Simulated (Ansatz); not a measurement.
Si₇Au, relaxed as a doublet with UKS PBE0-D4/def2-SVP in Ansatz, starting from the GFN1-xTB geometry. Force threshold 0.03 eV/Å.

In the def2 sets Au takes a core potential; there is no spin–orbit coupling. Another isomer (doublet) lies 0.07 eV lower at PBE0-D4/def2-TZVP; other spin states weren't run for this one.

Start:

```xyz
8

Au    2.8757    0.3519    0.8192
Si   -1.7223    1.1192    1.2212
Si    1.5224   -0.8018   -0.8417
Si   -0.5332   -1.3879   -1.8693
Si   -0.1524    1.0426   -0.9059
Si   -0.3598   -1.1049    0.7612
Si   -2.2683   -0.2845   -0.6417
Si    0.6378    1.0654    1.4570
```

```tsv
step	energy (eV)	largest force component (eV/Å)	SCF passes
1	-58796.3313	0.618	24
2	-58796.4383	0.190	30
3	-58796.4641	0.154	28
4	-58796.4689	0.042	28
5	-58796.4694	0.027	27
```

Force components are those of the run's own axes.

End:

```tsv
atom	x (Å)	y (Å)	z (Å)
Au1	2.995	0.369	0.852
Si2	-1.684	1.105	1.215
Si3	1.472	-0.693	-0.709
Si4	-0.509	-1.375	-1.839
Si5	-0.230	1.124	-1.001
Si6	-0.458	-1.208	0.805
Si7	-2.277	-0.280	-0.648
Si8	0.690	0.959	1.325
```

By distances, no bond broke or formed. The bond that changes most is Si6–Si8, from 2.49 to 2.51 Å (atoms count from 1).

No frequencies were taken in this run, so the end may be a saddle point.

Run time 29 s (6 threads of Intel Xeon on a shared host), peak host memory 0.78 GiB.
